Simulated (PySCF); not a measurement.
**Simulated absorption spectrum**

Compound: C3H10N2Si2.
Atom-mapped SMILES: `[N:1]#[C:2][SiH2:3][CH2:4][CH2:5][NH:6][SiH3:7]` (hydrogens: H8, H9 on Si3; H10, H11 on C4; H12, H13 on C5; H14 on N6; H15, H16, H17 on Si7)

Structure used (GFN2-xTB), in Å, numbered top down from 1:
```
atom  x, y, z in Å
N1    -2.990    2.004    1.253
C2    -2.546    0.960    1.091
Si3   -1.792   -0.730    0.818
C4    -0.670   -0.576   -0.708
C5     0.233    0.666   -0.692
N6     1.067    0.772    0.477
Si7    2.439   -0.227    0.749
H8    -2.905   -1.653    0.581
H9    -1.065   -1.044    2.051
H10   -0.036   -1.463   -0.775
H11   -1.274   -0.550   -1.618
H12    0.894    0.636   -1.564
H13   -0.388    1.565   -0.769
H14    0.549    1.093    1.281
H15    2.155   -1.663    0.935
H16    3.039    0.308    1.967
H17    3.280   -0.085   -0.439
```

Theory: PySCF, TDDFT CAM-B3LYP/def2-SVPD, vertical, gas phase, core orbitals frozen in the response.

Broadening: Gaussians 0.3 eV wide at half height, area fixed by f = 4.319×10⁻⁹ ∫ε dν̃. The width is an assumption, not a result. The curve ends short of the highest state used, and states not computed would add to its high-energy end.

E (eV), ε (L mol⁻¹ cm⁻¹) and a bar:
```
     5.52          1 
     5.58          5 
     5.64         18 
     5.70         54 #
     5.76        132 ##
     5.82        258 ####
     5.88        402 #######
     5.95        511 ########
     6.01        493 ########
     6.07        382 ######
     6.13        237 ####
     6.19        118 ##
     6.25         50 #
     6.31         31 
     6.37         61 #
     6.43        174 ###
     6.49        423 #######
     6.55        839 ##############
     6.61       1346 ######################
     6.67       1746 #############################
     6.74       1806 ##############################
     6.80       1485 #########################
     6.86       1030 #################
     6.92        699 ############
```

Problem. Locate the maxima and give the states behind the curve.

Solution. 208 nm (5.97 eV), ε about 520, made up of S1 (100%); 185 nm (6.71 eV), ε about 1800, made up of S3 (92%) (ε in L mol⁻¹ cm⁻¹; maxima over ε = 5, shares over 10%). The states used: S1 5.97 eV (f 0.0058); S2 6.64 eV (f 0.0018); S3 6.72 eV (f 0.019); S4 7.09 eV (f 0.0032); S5 7.21 eV (f 0.0013); S6 7.25 eV (f 0.021); S7 7.28 eV (f 0.0043); S8 7.52 eV (f 0.0080).

Problem. On this curve, what absorbance would a 10⁻⁴ mol/L sample give at 222 nm over a 1 cm path?

Solution. 222 nm is 5.585 eV, where ε is about 5.3 L mol⁻¹ cm⁻¹, so A = ε c l ≈ 0.00053 (Beer–Lambert, with the gas-phase spectrum and the assumed width).

Problem. What would ε be at 6.71 eV, the highest of these maxima, with half the width (0.15 eV)?

Solution. About 3560 L mol⁻¹ cm⁻¹ against 1840, a factor of about 1.9; a lone state at its own centre would give exactly 2.

Problem. Coming from long wavelengths, where does ε first pass 100 L mol⁻¹ cm⁻¹?

Solution. At about 216 nm (5.74 eV), 0.23 eV below S1.

One conformer stands for the species.
